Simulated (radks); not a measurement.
Values are calculated unless marked as measured or tabulated.
The mean radii <r> (bohr) of the occupied orbitals of an atom or ion are listed with their occupations. Code: a radial shooting solver on a logarithmic mesh with Libxc functionals. Model: Dirac Kohn-Sham, BLYP, spin-unpolarised, spherical densities, finite nucleus; Fermi nuclear charge, rms radius of each element as measured or else 0.836 A^(1/3) + 0.57 fm.

orbital  occ.      <r>
1s1/2       2  0.09684
2s1/2       2   0.4744
2p1/2       2   0.4341
2p3/2       4   0.4363

Name the element and its charge. Open shells, if any, fill j = l - 1/2 first.

Answer. Z = 16, sulfur, charge +6: S6+ in [Ne]. The 1s radius gives Z: for a bare nucleus <r> = (2 gamma + 1)/(2Z) with gamma = sqrt(1 - (Z/c)^2), 0.09332 bohr for Z = 16, and screening makes it slightly larger (0.09684 here). The occupations add up to 10, and the charge is Z minus that.
